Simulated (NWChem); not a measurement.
Everything below was run with NWChem. System: stibine (H₃Sb), charge 0, spin multiplicity 1, at a geometry optimised with B3LYP/def2-SVP with def2 effective core potentials on Sb. Level: CCSD(T)/def2-TZVPD with def2 effective core potentials on Sb, 4 core orbitals frozen.

NWChem printed:

```
             Northwest Computational Chemistry Package (NWChem) 7.3.0
             --------------------------------------------------------

                                NWChem Input Module
                                -------------------

 Scaling coordinates for geometry "geometry" by  1.889725989
 (inverse scale =  0.529177249)

 Turning off AUTOSYM since
 SYMMETRY directive was detected!

                             Geometry "geometry" -> ""
                             -------------------------

 Output coordinates in angstroms (scale by  1.889725989 to convert to a.u.)

  No.       Tag          Charge          X              Y              Z
 ---- ---------------- ---------- -------------- -------------- --------------
    1 Sb                  51.0000     0.00055200     0.05413100     0.00000000
    2 H                    1.0000    -0.72025500    -0.91295500     1.23131800
    3 H                    1.0000    -0.72025500    -0.91295500    -1.23131800
    4 H                    1.0000     1.41233900    -0.93476900     0.00000000

 Effective nuclear repulsion energy (a.u.)      47.6169136943

            Nuclear Dipole moment (a.u.)
            ----------------------------
        X                 Y               Z
 ---------------- ---------------- ----------------
    -0.0000359048     0.0000037795     0.0000000000

      Symmetry information
      --------------------

 Group name             Cs
 Group number              2
 Group order               2
 No. of unique centers     3

      Symmetry unique atoms

     1    2    4


 Summary of "ao basis" -> "" (spherical)
 ------------------------------------------------------------------------------
       Tag                 Description            Shells   Functions and Types
 ---------------- ------------------------------  ------  ---------------------
 *                         def2-tzvpd                 on all atoms

 Summary of "ao basis" -> "ao basis" (spherical)
 ------------------------------------------------------------------------------
       Tag                 Description            Shells   Functions and Types
 ---------------- ------------------------------  ------  ---------------------
 Sb                        def2-tzvpd               18       56   7s5p4d2f
 H                         def2-tzvpd                5        9   3s2p

                                 NWChem SCF Module
                                 -----------------

  ao basis        = "ao basis"
  functions       =    83
  atoms           =     4
  closed shells   =    13
  open shells     =     0
  charge          =   0.00
  wavefunction    = RHF
  use symmetry    = T
  symmetry adapt  = T

 Summary of "ao basis" -> "ao basis" (spherical)
 ------------------------------------------------------------------------------
       Tag                 Description            Shells   Functions and Types
 ---------------- ------------------------------  ------  ---------------------
 Sb                        def2-tzvpd               18       56   7s5p4d2f
 H                         def2-tzvpd                5        9   3s2p

      Symmetry analysis of basis
      --------------------------

        a'         53
        a"         30

 Forming initial guess at       0.1s

      Superposition of Atomic Density Guess
      -------------------------------------

 Sum of atomic energies:        -279.13404606

      Non-variational initial energy
      ------------------------------

 Total energy =    -240.744604
 1-e energy   =    -464.176332
 2-e energy   =     201.603510
 HOMO         =      -0.288079
 LUMO         =       0.036653

      Symmetry analysis of molecular orbitals - initial
      -------------------------------------------------

  Numbering of irreducible representations:

     1 a'          2 a"

  Orbital symmetries:

     1 a'          2 a"          3 a'          4 a'          5 a"
     6 a'          7 a'          8 a"          9 a'         10 a'
    11 a"         12 a'         13 a'         14 a'         15 a"
    16 a'         17 a'         18 a"         19 a'         20 a"
    21 a'         22 a'         23 a'

 Starting SCF solution at       1.1s

 ----------------------------------------------
[...]
              MO Center= -3.3D-01,  4.4D-01, -1.4D-09, r^2= 6.3D+00
   Bfn.  Coefficient  Atom+Function         Bfn.  Coefficient  Atom+Function
  ----- ------------  ---------------      ----- ------------  ---------------
    20      0.521351  1 Sb px                38      0.464861  1 Sb d -2
    40      0.293747  1 Sb d  0              77     -0.214316  4 H  s
    76     -0.191183  4 H  s                 17      0.176939  1 Sb px
    11     -0.171397  1 Sb px                14      0.161821  1 Sb px
    42     -0.160137  1 Sb d  2

 Vector   16  Occ=0.000000D+00  E= 8.340263D-02  Symmetry=a"
              MO Center=  3.4D-01,  4.3D-01,  1.4D-09, r^2= 6.3D+00
   Bfn.  Coefficient  Atom+Function         Bfn.  Coefficient  Atom+Function
  ----- ------------  ---------------      ----- ------------  ---------------
    22      0.521383  1 Sb pz                39      0.458026  1 Sb d -1
    41     -0.343892  1 Sb d  1              59     -0.185573  2 H  s
    68      0.185573  3 H  s                 19      0.176953  1 Sb pz
    13     -0.171400  1 Sb pz                58     -0.165575  2 H  s
    67      0.165575  3 H  s                 16      0.161822  1 Sb pz

 center of mass
 --------------
 x =   0.00058475 y =   0.05737102 z =   0.00000000

 moments of inertia (a.u.)
 ------------------
          20.914683915125           0.009575095381           0.000000000000
           0.009575095381          21.826358963921           0.000000000000
           0.000000000000           0.000000000000          20.914585758082

  Mulliken analysis of the total density
  --------------------------------------

    Atom       Charge   Shell Charges
 -----------   ------   -------------------------------------------------------
    1 Sb  23    23.02   0.15 -0.65  1.56  0.94  0.99  0.81  0.01 -0.47  6.43  0.91  1.67  0.46  9.04  0.97  0.17  0.00  0.02  0.00
    2 H    1     0.99   0.21  0.56  0.21  0.01 -0.01
    3 H    1     0.99   0.21  0.56  0.21  0.01 -0.01
    4 H    1     0.99   0.21  0.56  0.21  0.01 -0.01

       Multipole analysis of the density wrt the origin
       ------------------------------------------------

     L   x y z        total         open         nuclear
     -   - - -        -----         ----         -------
     0   0 0 0      0.000000      0.000000     26.000000

     1   1 0 0      0.001501      0.000000     -0.029244
     1   0 1 0      0.149779      0.000000     -2.864193
     1   0 0 1      0.000000      0.000000      0.000000

     2   2 0 0    -21.071287      0.000000     10.828335
     2   1 1 0     -0.019030      0.000000     -0.015722
     2   1 0 1     -0.000000      0.000000      0.000000
     2   0 2 0    -22.935086      0.000000      9.313909
     2   0 1 1     -0.000000      0.000000      0.000000
     2   0 0 2    -21.071043      0.000000     10.828496

                   NWChem Extensible Many-Electron Theory Module
                   ---------------------------------------------


            General Information
            -------------------
      Number of processors :     1
         Wavefunction type : Restricted Hartree-Fock
          No. of electrons :    26
           Alpha electrons :    13
            Beta electrons :    13
           No. of orbitals :   166
            Alpha orbitals :    83
             Beta orbitals :    83
        Alpha frozen cores :     4
         Beta frozen cores :     4
     Alpha frozen virtuals :     0
      Beta frozen virtuals :     0
         Spin multiplicity : singlet
    Number of AO functions :    83
       Number of AO shells :    33
        Use of symmetry is : on
      Symmetry adaption is : on
         Schwarz screening : 0.10D-09

          Correlation Information
          -----------------------
          Calculation type : Coupled-cluster singles & doubles w/ perturbation
   Perturbative correction : (T)
            Max iterations :      100
        Residual threshold : 0.10D-05
     T(0) DIIS level shift : 0.00D+00
     L(0) DIIS level shift : 0.00D+00
     T(1) DIIS level shift : 0.00D+00
     L(1) DIIS level shift : 0.00D+00
     T(R) DIIS level shift : 0.00D+00
     T(I) DIIS level shift : 0.00D+00
   CC-T/L Amplitude update :  5-th order DIIS
                I/O scheme : Global Array Library
        L-threshold :  0.10D-05
        EOM-threshold :  0.10D-05
 no EOMCCSD initial starts read in
 TCE RESTART OPTIONS
 SLICE:      F
 D4D5:       F
 quantumc:   F
 qrotation:  F
 pwtce:      F
 qducc:      F
 nacto:                         0
 nrotv:                         0
 nrot:                          0

            Memory Information
            ------------------
          Available GA space size is     249029911 doubles
          Available MA space size is     104840772 doubles

 Maximum block size supplied by input
 Maximum block size        24 doubles

 tile_dim =     22

 -------------------------------------------------
   1    alpha     a'     6 doubles       0       1
   2    alpha     a"     3 doubles       6       2
   3    beta      a'     6 doubles       9       1
   4    beta      a"     3 doubles      15       2
   5    alpha     a'    22 doubles      18       5
   6    alpha     a'    22 doubles      40       6
   7    alpha     a"    13 doubles      62       7
   8    alpha     a"    13 doubles      75       8
   9    beta      a'    22 doubles      88       5
  10    beta      a'    22 doubles     110       6
  11    beta      a"    13 doubles     132       7
  12    beta      a"    13 doubles     145       8

 Global array virtual files algorithm will be used

 Parallel file system coherency ......... OK

 4-electron integrals stored in orbital form

 v2    file size   =          4391161
 4-index algorithm nr.  13 is used
 imaxsize =       30
 imaxsize ichop =        0


CCSD iterations
 ---------------------------------------------------------
 Iter          Residuum       Correlation     Cpu    Wall
 ---------------------------------------------------------
    1   0.1340908754530  -0.3592264138438     0.5     0.5
    2   0.0350395677002  -0.3622401616405     0.5     0.5
    3   0.0127704863968  -0.3689566133040     0.4     0.4
    4   0.0057256409596  -0.3702129467919     0.5     0.5
    5   0.0027304983582  -0.3708510357474     0.5     0.5
    6   0.0006626977871  -0.3712565304935     0.5     0.5
    7   0.0003683138792  -0.3712909283154     0.6     0.6
    8   0.0001727788996  -0.3713025603153     0.5     0.5
    9   0.0001074566654  -0.3713051111008     0.5     0.5
   10   0.0000610828898  -0.3713086373250     0.5     0.5
   11   0.0000070649205  -0.3713128619504     0.5     0.5
   12   0.0000026185146  -0.3713134188983     0.5     0.5
   13   0.0000012913516  -0.3713135136801     0.6     0.6
   14   0.0000006763039  -0.3713135462564     0.7     0.7
 -----------------------------------------------------------------
 Iterations converged
 CCSD correlation energy / hartree =        -0.371313546256379
 CCSD total energy / hartree       =      -241.350752777666344

 Singles contributions

 Doubles contributions
 CCSD(T)
 Using plain CCSD(T) code
             total no. of tasks          160
 total no. of tasks / no. procs          160
                         wl_min        59319           6.2
                         wl_max      2299968          11.5
        thresh for no. of tasks          160

 CCSD[T]  correction energy / hartree =        -0.010254196645196
 CCSD[T] correlation energy / hartree =        -0.381567742901575
 CCSD[T] total energy / hartree       =      -241.361006974311550
 CCSD(T)  correction energy / hartree =        -0.009518267920118
 CCSD(T) correlation energy / hartree =        -0.380831814176497
 CCSD(T) total energy / hartree       =      -241.360271045586472

 Task  times  cpu:       33.9s     wall:       33.9s

 Total times  cpu:       33.9s     wall:       33.9s
```

Question: Write an NWChem input that would produce this output.

Answer: This is not unique; one that fits is 
```
start mol
memory heap 100 mb stack 700 mb global 1900 mb
geometry units angstroms nocenter noautoz
  Sb     0.000552     0.054131     0.000000
  H     -0.720255    -0.912955     1.231318
  H     -0.720255    -0.912955    -1.231318
  H      1.412339    -0.934769     0.000000
  symmetry group Cs
end
basis spherical
  * library def2-tzvpd
end
ecp
  Sb library def2-ecp
end
scf
  rhf
  nopen 0
  maxiter 100
  thresh 1e-7
  semidirect memsize 60000000 filesize 0
end
tce
  freeze core 4
  ccsd(t)
  2eorb
  2emet 13
  thresh 1e-6
  maxiter 100
  tilesize 24
end
task tce energy
```
